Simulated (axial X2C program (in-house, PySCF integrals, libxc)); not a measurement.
## ZrB⁻ along the bond: HF, with spin–orbit coupling

Computed with an in-house relativistic program for diatomic molecules. Two-component (2c) means X2C with spin–orbit coupling and atomic mean-field two-electron Coulomb and Gaunt terms. Basis: Zr dyall-acv3z [12s13p10d6f3g], B dyall-av3z [8s7p3d2f] (cores contracted in-house); Gaussian nuclei, density fitting, unrestricted open shells. Masses: Zr 89.905 u, B 11.009 u.

State: Ω = 4 (⟨Sz⟩ = 2.00, ⟨Lz⟩ = 2.00 at HF). Dipoles are positive if B is the positive end and refer to the centre of mass.

```tsv
R (Å)	μ (D)	HOMO (eV)	LUMO (eV)
1.920	2.757	-0.70	1.88
2.008	1.566	-0.88	1.88
2.075	0.790	-1.01	1.89
2.141	0.093	-1.14	1.89
2.207	-0.540	-1.26	1.90
2.284	-1.213	-1.39	1.90
2.361	-1.824	-1.52	1.89
2.461	-2.527	-1.67	1.89
2.582	-3.252	-1.83	1.88
```

**Question.** The minimum lies at 2.241 Å. What is the dipole moment there?

**Answer.** At HF, 2c, with the sign and origin stated: μ = -0.85 D.

Occupations by symmetry block were frozen at the best pattern of an incomplete PBE0 search. PBE0 can misorder states that lie within some tenths of an eV, so this need not be the ground state of the molecule. The nearest other 2c determinant of the search, Ω = 2, lies 0.26 eV up at the distance of the search. With several unpaired electrons one determinant need not be a pure state. Open-shell Ω = 0 determinants with evenly filled partner blocks cannot be reached by this program, so the Ω shown need not be the lowest component. The determinant is spin-polarised beyond a pure state at some levels (its spin-free form has ⟨S²⟩ too high), which makes Re and μ there less reliable. The stretched end of a curve changes character and is left out. The LUMO of an anion is an unbound level whose energy the basis sets.
